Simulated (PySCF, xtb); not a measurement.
C₂H₂BF₃. Atoms are numbered in the order given.

```xyz
8

C     -1.1176    -1.5468     0.0000
C     -0.0166    -0.7872     0.0000
F      1.2023    -1.3622     0.0000
B     -0.0256     0.7730     0.0000
F      1.0914     1.4705     0.0000
F     -1.1726     1.4305     0.0000
H     -2.0995    -1.0715     0.0000
H     -1.0573    -2.6383     0.0000
```
Charge 0, spin multiplicity 1.

Geometry optimised at B3LYP-D3(BJ)/def2-SVP. Other conformers were not sampled.

Method: C-PCM-PBE0/def2-SVP in PySCF 2.14.0.

The values are the electrostatic part of the solvation free energy, E(continuum) − E(gas) at the gas-phase geometry, in a cavity of scaled van der Waals radii (PySCF's table); cavitation and dispersion terms are not included. In vacuum the orbital gap is 6.64 eV. The dipole moment in vacuum is 1.77 D.

```
solvent                    ε  ΔG(elec) (kcal/mol)  dipole (D)  gap (eV)
---------------------  -----  -------------------  ----------  --------
water                  78.36                 -2.5        2.23      6.66
N,N-dimethylformamide  37.22                 -2.5        2.22      6.66
chloroform              4.71                 -2.0        2.12      6.65
```

For comparison, GFN2-xTB/ALPB(water) (xtb, at the GFN2-xTB geometry, all terms of that model) gives -2.4 kcal/mol.
